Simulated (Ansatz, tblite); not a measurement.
Forces on InF₃ at its r2SCAN-D4/def2-TZVP geometry. The state is a singlet with charge 0.

In the def2 sets In takes a core potential; there is no spin–orbit coupling. The xTB rows come from tblite. The structure comes from a short search, and lower isomers may exist.

GFN1-xTB (tblite), largest force 0.61 eV/Å:

```xyz
4
positions Å, forces eV/Å
In    0.000   -0.002    0.000    0.003    0.009    0.001
F     0.813   -1.736    0.176   -0.258    0.547   -0.056
F    -1.853    0.153   -0.493    0.586   -0.051    0.156
F     1.041    1.584    0.317   -0.331   -0.505   -0.101
```

GFN2-xTB (tblite), largest force 0.27 eV/Å:

```
In 0.001 0.005 0.000
F 0.114 -0.246 0.025
F -0.262 0.020 -0.070
F 0.146 0.221 0.044
```

PBE0-D4/def2-TZVP (Ansatz), largest force 0.12 eV/Å:

```
In 0.003 0.006 0.001
F -0.054 0.110 -0.012
F 0.118 -0.013 0.031
F -0.067 -0.103 -0.020
```
